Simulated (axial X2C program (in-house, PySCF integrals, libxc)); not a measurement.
# Spin–orbit effects down a group: homonuclear dimers (ions), CCSD(T)

Computed with an axial X2C code built on PySCF integrals, spin-free (one-electron X2C) or two-component (2c: spin–orbit coupling with atomic mean-field Coulomb and Gaunt terms, which also bring small scalar terms), in Dyall basis sets with cores contracted in-house; open shells are unrestricted.

Basis sets: O dyall-av3z, S dyall-av3z, Se dyall-acv3z. Frozen shells (counts by l): O₂⁻ O 1s, 13 electrons correlated; S₂⁻ S 2s1p, 13 electrons correlated; Se₂⁻ Se 3s2p1d, 13 electrons correlated. Coupled cluster in natural virtuals with an MP2 remainder. Where the outer core of a metal is frozen, bonds come out longer and ionisation energies lower.

```json
{"molecule": "O₂⁻", "spin-free state": "M_S = 1/2, Λ = 1", "Re (Å)": "1.354", "ωe (cm⁻¹)": "1116.7", "De (eV)": "3.96", "2c state": "Ω = 3/2", "Re 2c (Å)": "1.354", "ωe 2c (cm⁻¹)": "1116.6", "De 2c (eV)": "3.96"}
{"molecule": "S₂⁻", "spin-free state": "M_S = 1/2, Λ = 1", "Re (Å)": "2.030", "ωe (cm⁻¹)": "566.9", "De (eV)": "3.74", "2c state": "Ω = 3/2", "Re 2c (Å)": "2.030", "ωe 2c (cm⁻¹)": "566.7", "De 2c (eV)": "3.73"}
{"molecule": "Se₂⁻", "spin-free state": "M_S = 1/2, Λ = 1", "Re (Å)": "2.301", "ωe (cm⁻¹)": "311.6", "De (eV)": "3.19", "2c state": "Ω = 3/2", "Re 2c (Å)": "2.302", "ωe 2c (cm⁻¹)": "310.6", "De 2c (eV)": "3.10"}
```

Task: Work out the shifts from the spin-free to the two-component result.

Result: 

```
molecule  2c state  ΔRe (Å)  Δωe (cm⁻¹)  ΔDe (eV)
     O₂⁻   Ω = 3/2    0.000        -0.1      0.00
     S₂⁻   Ω = 3/2    0.000        -0.2     -0.01
    Se₂⁻   Ω = 3/2    0.001        -1.0     -0.09
```

Shifts of one unit in the last digit are rounding.

Fragments in 2c: O- + O, S- + S, Se- + Se. Each entry is the lowest single determinant of a limited PBE0 search at one distance. De goes to single-determinant-based atoms at the same level (for ions the charge split of lowest energy) and is withheld (n/a) where an atom does not fit its ground term or J level. Main or longest-lived isotopes.
